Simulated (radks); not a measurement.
Species: La2+. Configuration: [Xe] 5d1. Calculated with a radial shooting solver on a logarithmic mesh with Libxc functionals: Dirac Kohn-Sham, PBE, spin-unpolarised, spherical densities, finite nucleus; open shells fill j = l - 1/2 first; Fermi nuclear charge, rms radius 4.855 fm.

Unscreened Slater integrals over Kohn-Sham orbitals (eV). Large and small components are both included. Empty in this configuration: 5d5/2.

integral          value
F0(5d3/2,5d3/2)  9.5622
F2(5d3/2,5d3/2)  5.0097
F0(5d3/2,5p3/2)  10.985
F2(5d3/2,5p3/2)  5.3591
G1(5d3/2,5p3/2)  6.2964
G3(5d3/2,5p3/2)  3.8994
F0(5d3/2,5p1/2)  11.117
G1(5d3/2,5p1/2)  5.9921
F0(5d3/2,5s1/2)  11.428
G2(5d3/2,5s1/2)  3.9238
F0(5d3/2,5d5/2)  9.4961
F2(5d3/2,5d5/2)  4.9746
G2(5d3/2,5d5/2)  4.9731
G4(5d3/2,5d5/2)  3.2969
F0(5p3/2,5p3/2)  13.505
F2(5p3/2,5p3/2)  7.3051
F0(5p3/2,5p1/2)  13.785
G2(5p3/2,5p1/2)  7.4114
F0(5p3/2,5s1/2)  14.464
G1(5p3/2,5s1/2)  9.6039
F0(5p3/2,5d5/2)  10.878
F2(5p3/2,5d5/2)  5.2652
G1(5p3/2,5d5/2)  6.1211
G3(5p3/2,5d5/2)  3.7927
F0(5p1/2,5p1/2)  14.090
F0(5p1/2,5s1/2)  14.831
G1(5p1/2,5s1/2)  10.144
F0(5p1/2,5d5/2)  11.005
G3(5p1/2,5d5/2)  3.6051
F0(5s1/2,5s1/2)  15.734
F0(5s1/2,5d5/2)  11.304
G2(5s1/2,5d5/2)  3.7674
F0(5d5/2,5d5/2)  9.4317
F2(5d5/2,5d5/2)  4.9420
F4(5d5/2,5d5/2)  3.2760
